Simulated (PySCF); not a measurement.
# Sc (scandium, neutral) across methods

[Ar] 3d2 4s1, high-spin 4F determinant (an excited configuration). Computed with PySCF 2.14 in ANO-RCC-VTZP, with the spin-free X2C one-electron Hamiltonian (Gaussian nucleus).

| method | E (hartree) | mean ε 3p β (eV) | mean ε 4s α (eV) | mean ε 3d α (eV) | Σ⟨r²⟩ (bohr²) | ⟨S²⟩ |
| --- | --- | --- | --- | --- | --- | --- |
| LDA | -762.180 | -29.510 | -3.868 | -1.757 | 43.97 | 3.750 |
| r2SCAN | -764.125 | -30.091 | -3.799 | -1.955 | 44.02 | 3.751 |
| TPSSh | -764.173 | -30.475 | -3.829 | -2.247 | 44.14 | 3.751 |
| M06 | -764.103 | -32.133 | -4.088 | -2.403 | 44.84 | 3.750 |
| UHF | -763.24446 | -37.478 | -5.346 | -5.842 | 45.10 | 3.753 |
| PBE | -763.943 | -29.418 | -3.701 | -1.766 | 44.24 | 3.750 |
| PBE0 | -763.971 | -31.679 | -4.196 | -2.832 | 44.06 | 3.751 |
| CAM-B3LYP | -764.188 | -32.976 | -4.984 | -4.003 | 43.77 | 3.751 |
